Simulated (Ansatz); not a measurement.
The cluster Cu2F. The state is a doublet with charge 0. Geometry r2SCAN-D4/def2-TZVP; atoms count from 1.

```xyz
3

Cu   -0.7311   -0.9764   -0.3682
Cu    1.0872    0.4807   -0.4588
F    -0.3560    0.4957    0.8270
```

The structure comes from a short search, and lower isomers may exist.

(1) Estimate the Mulliken populations from the PBE0/def2-TZVP orbitals of Ansatz.

(2) Where does the spin sit?

(3) And the Mayer bond orders between heavy atoms (over 0.3)?

Results:

(1) 
| atom | charge (e) | spin (α − β) | d electrons |
| --- | --- | --- | --- |
| Cu1 | 0.25 | 0.46 | 9.92 |
| Cu2 | 0.25 | 0.46 | 9.92 |
| F3 | -0.51 | 0.07 | – |
Mulliken values depend strongly on the basis.

(2) Summed by element: Cu 0.93, F 0.07, of 1 unpaired in all. Largest on single atoms: Cu1 0.46, Cu2 0.46, F3 0.07.

(3) Cu1–Cu2 0.64 (2.33 Å); Cu1–F3 0.40 (1.93 Å); Cu2–F3 0.40 (1.93 Å).
